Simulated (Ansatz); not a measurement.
Total energies of [Cr(H2O)4]2+ (CrO₄H₈²⁺) from Ansatz at PBE0-D4/def2-TZVP, gas phase (1 Eh = 27.2114 eV = 2625.5 kJ/mol). The reference geometry is relaxed at B3LYP-D4/def2-SVP.

```tsv
atom	x (Å)	y (Å)	z (Å)
Cr1	-0.0003	-0.0005	0.0005
O2	-0.4497	-1.7212	-1.0065
H3	-0.1395	-1.9683	-1.8971
H4	-1.0233	-2.4442	-0.6921
O5	0.3371	-1.0854	1.6978
H6	0.0502	-0.8543	2.6004
H7	0.8207	-1.9298	1.7581
O8	0.4535	1.7182	1.0079
H9	1.2043	1.8540	1.6148
H10	-0.0374	2.5595	0.9667
O11	-0.3414	1.0864	-1.6955
H12	-1.0823	0.9701	-2.3183
H13	0.2082	1.8157	-2.0367
```

```csv
state,geometry,energy (Eh)
charge 2 quintet,reference,-1349.30147
charge 3 quartet,reference,-1348.57207
charge 1 sextet,reference,-1349.61133
charge 2 singlet,relaxed at B3LYP-D4/def2-SVP,-1349.17385
```

Task: Work out the vertical ionisation energy to the quartet.

Result: E(charge 3 quartet) − E(charge 2 quintet) = -1348.57207 − (-1349.30147) = 0.72940 Eh = 19.85 eV. For comparison, −ε of the highest occupied level of the spin that leaves is 17.08 eV at this level, 2.77 eV less.

Task: Work out the vertical electron affinity, to the sextet.

Result: E(charge 2 quintet) − E(charge 1 sextet) = -1349.30147 − (-1349.61133) = 0.30986 Eh = 8.43 eV.

Task: Give the fundamental gap IE − EA, the Mulliken electronegativity (IE + EA)/2 and the hardness (IE − EA)/2.

Result: From the values in Eh: IE − EA = 0.72940 − 0.30986 = 0.41954 Eh = 11.42 eV; (IE + EA)/2 = 14.14 eV; (IE − EA)/2 = 5.71 eV.

Task: Which of the charge 2 states is lowest, and how far above it are the others?

Result: The quintet. singlet: -1349.17385 − (-1349.30147) = 0.12762 Eh = 335.1 kJ/mol.

A triplet lies near this restricted singlet, and broken spin symmetry wasn't tried.   The triplet lies 1.40 eV above the quintet at this level but is left out (at the level of its geometry, ⟨S²⟩ 3.00, where a pure state has 2.00).
